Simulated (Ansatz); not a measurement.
`[CH3][GeH]1[O][SiH2]1` + H₂ → `[O]1[SiH2][GeH2]1` + CH₄ at 600 K and 1 bar (hydrogenolysis of a Ge–C bond).

Gas-phase electronic energies from Ansatz, PBE0-D4/def2-TZVP geometries. CCSD(T)/CBS is the MP2 limit (def2-TZVPP, def2-QZVPP) plus CCSD(T) − MP2 in def2-TZVPP, frozen cores. This one scheme is used for every species. For Ge outer-core shells are correlated without core-valence functions, which leaves a few kJ/mol of doubt a bond. Scalar relativity is left out up to krypton.

```
                species  CCSD(T)/CBS energy (Eh)  H − E (kJ/mol)  S (J/(mol·K))
`[CH3][GeH]1[O][SiH2]1`              -2482.04381           230.9          427.9
                     H₂                 -1.17544            43.9          150.8
    `[O]1[SiH2][GeH2]1`              -2442.76781           139.3          362.2
                    CH₄                -40.46206           140.4          215.7
```

H − E and S are ideal-gas, rigid-rotor, harmonic terms from PBE0-D4/def2-TZVP, for one conformer and one mirror image of each species. The MP2-based limit puts H₂ 0.8 mEh under its directly extrapolated value; such offsets cancel only in part. 1 Eh = 2625.50 kJ/mol, R = 8.31446 J/(mol·K).

Q: By hand: ΔE, ΔH, ΔS and ΔG.

A: ΔE = (-2442.76781) + (-40.46206) − (-2482.04381) − (-1.17544) = -0.01062 Eh = -27.9 kJ/mol. Δ(H − E) = 139.3 + 140.4 − 230.9 − 43.9 = 4.9, so ΔH = -23.0 kJ/mol. ΔS = 362.2 + 215.7 − 427.9 − 150.8 = -0.8 J/(mol·K). ΔG = -23.0 − 600 × (-0.8)/1000 = -22.5 kJ/mol.

Q: By hand: the equilibrium constant, and the temperature at which ΔG would vanish if ΔH and ΔS stayed fixed.

A: log₁₀ K = −ΔG/(RT ln 10) = 2.0. ΔG = 0 at ΔH/ΔS = 28750 K, far beyond where these terms or the molecules hold.

The number of gas molecules stays the same, so ΔS is small and ΔH decides. A doubt of 5 kJ/mol in ΔE shifts log₁₀ K by 0.4 here. Other conformers and mirror images would add mixing entropy, several J/(mol·K) or more a flexible species. These are equilibria of isolated gas molecules and say nothing of rates. Largest T1 diagnostic: 0.014 (customary marks: 0.02 for closed shells, 0.045 for open ones).
